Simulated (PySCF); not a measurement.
Job file and geometry (Å, from GFN2-xTB) of an NMR shielding run on `CBNB/C=C/C`, C₄H₁₁B₂N, GIAO PBE0/pcSseg-1 NMR shielding, non-relativistic, gas phase (PySCF 2.14.0, density-fitted response routines); density fitting, a coarse starting grid and PySCF grid level 2 are the driver's defaults:

```
$ OMP_NUM_THREADS=1 python probes_run.py task.json out

{"job": {"kind": "nmr", "xc": "PBE0", "basis": "pcSseg-1"}, "charge": 0, "multiplicity": 1}
C     -3.402324     0.687901     0.095616
B     -2.439042    -0.509651    -0.277162
N     -1.041673    -0.330460    -0.291239
B     -0.032329    -1.275210    -0.591351
C      1.475394    -0.897735    -0.539091
C      1.986108     0.326272    -0.398772
C      3.439846     0.656656    -0.364557
H     -3.987167     0.445280     0.982027
H     -2.888547     1.628188     0.288899
H     -4.126234     0.865935    -0.698256
H     -2.871899    -1.565265    -0.543942
H     -0.715269     0.596667    -0.046980
H     -0.361129    -2.363315    -0.876992
H      2.195451    -1.704779    -0.639089
H      1.332489     1.187373    -0.308677
H      4.048509    -0.241652    -0.434794
H      3.693982     1.319898    -1.191989
H      3.685074     1.180214     0.559933
```

**Question.** Write the output of this run.

**Answer.** 
```
coarse grid: 14400 points
cycle   1  E = -263.0847046467  dE =  5.701e-01  |g| = 5.189e-01  |ddm| = 3.530e+00
cycle   2  E = -263.0716773439  dE =  1.303e-02  |g| = 5.853e-01  |ddm| = 9.200e-01
cycle   3  E = -263.1556429738  dE = -8.397e-02  |g| = 9.420e-02  |ddm| = 5.007e-01
cycle   4  E = -263.1575765155  dE = -1.934e-03  |g| = 3.214e-02  |ddm| = 8.481e-02
cycle   5  E = -263.1578177286  dE = -2.412e-04  |g| = 1.008e-02  |ddm| = 3.342e-02
cycle   6  E = -263.1578429938  dE = -2.527e-05  |g| = 3.220e-03  |ddm| = 1.018e-02
cycle   7  E = -263.1578452937  dE = -2.300e-06  |g| = 5.321e-04  |ddm| = 2.452e-03
final grid: 137336 points
cycle   8  E = -263.1939379441  dE = -4.148e-05  |g| = 8.914e-03  |ddm| = 2.652e-02
cycle   9  E = -263.1939334106  dE =  4.533e-06  |g| = 1.011e-02  |ddm| = 1.486e-02
cycle  10  E = -263.1939580942  dE = -2.468e-05  |g| = 1.080e-03  |ddm| = 7.601e-03
cycle  11  E = -263.1939583590  dE = -2.648e-07  |g| = 2.602e-04  |ddm| = 9.154e-04
cycle  12  E = -263.1939583734  dE = -1.431e-08  |g| = 9.351e-05  |ddm| = 2.393e-04
cycle  13  E = -263.1939583752  dE = -1.874e-09  |g| = 3.250e-05  |ddm| = 8.154e-05
cycle  14  E = -263.1939583755  dE = -2.673e-10  |g| = 6.724e-06  |ddm| = 3.164e-05
converged SCF energy = -263.1939583755

GIAO shielding tensors (ppm)
atom      isotropic    diamagn.    paramagn.     s11        s22        s33       span
  0 C      176.608     253.194     -76.586    161.538    176.332    191.954     30.416
  1 B       47.273     192.268    -144.995     -3.884     34.107    111.597    115.480
  2 N       86.976     325.539    -238.563    -59.903     96.205    224.627    284.530
  3 B       57.327     194.691    -137.364     22.907     37.304    111.771     88.864
  4 C       47.618     258.284    -210.666    -67.427     51.665    158.615    226.042
  5 C       32.408     259.470    -227.061    -91.639     25.103    163.761    255.399
  6 C      160.516     246.295     -85.778    147.463    149.117    184.969     37.507
  7 H       30.934      28.839       2.095     27.546     28.470     36.787      9.241
  8 H       31.460      33.117      -1.657     27.635     30.534     36.211      8.576
  9 H       30.889      28.139       2.750     27.461     28.473     36.734      9.273
 10 H       25.957      30.678      -4.721     24.162     25.696     28.013      3.851
 11 H       24.605      37.578     -12.973     20.651     24.286     28.879      8.228
 12 H       26.346      31.873      -5.527     25.284     25.702     28.052      2.768
 13 H       25.137      33.015      -7.879     21.744     24.860     28.808      7.064
 14 H       24.802      37.226     -12.424     22.133     23.022     29.252      7.119
 15 H       29.732      28.360       1.372     26.260     28.935     34.002      7.742
 16 H       29.502      27.028       2.474     26.054     27.493     34.960      8.906
 17 H       29.563      28.030       1.534     25.960     27.719     35.010      9.050
```

Size and cost of the density-fitted run: 174 basis functions, 110 s wall time (59 s CPU) on 1 thread of an Intel Xeon, shared host; peak memory 0.77 GiB.
